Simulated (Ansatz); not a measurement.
Isolated molecules relaxed with PBE0-D4/def2-TZVP in Ansatz; ΔE leaves out vibrations. CBS: MP2 limit from def2 TZ/QZ plus the TZ coupled-cluster correction, frozen cores. DFT in def2-TZVPP. For Ge outer-core shells are correlated without core-valence functions, which leaves a few kJ/mol of doubt a bond. Scalar relativity is left out up to krypton. One conformer a species, not always the lowest.

Reaction (isomerisation): `F[CH2][GeH]([F])[SiH3]` → `[CH3][GeH]([F])[SiH2]F`

```json
{"level": "ωB97X-V", "ΔE (eV)": "-2.33"}
{"level": "r2SCAN", "ΔE (eV)": "-2.38"}
{"level": "HF/def2-TZVPP", "ΔE (eV)": "-2.44"}
{"level": "CCSD/def2-TZVPP", "ΔE (eV)": "-2.41"}
{"level": "HF/def2-QZVPP", "ΔE (eV)": "-2.46"}
{"level": "MP2/def2-QZVPP", "ΔE (eV)": "-2.57"}
{"level": "SCS-MP2/def2-QZVPP", "ΔE (eV)": "-2.51"}
{"level": "MP2/CBS(def2)", "ΔE (eV)": "-2.59"}
```

Task: What does CCSD(T)/CBS give? (Estimate.)

Result: Computed: -2.46 eV. The listed levels differ from it by 0.13, 0.08, 0.02, 0.05, 0.00, -0.11, -0.05, -0.13 eV.

Largest T1 diagnostic among the species: 0.012.

From PBE to PBE0 (25 % exact exchange), in def2-TZVPP and without D4, ΔE moves by −0.08 eV.
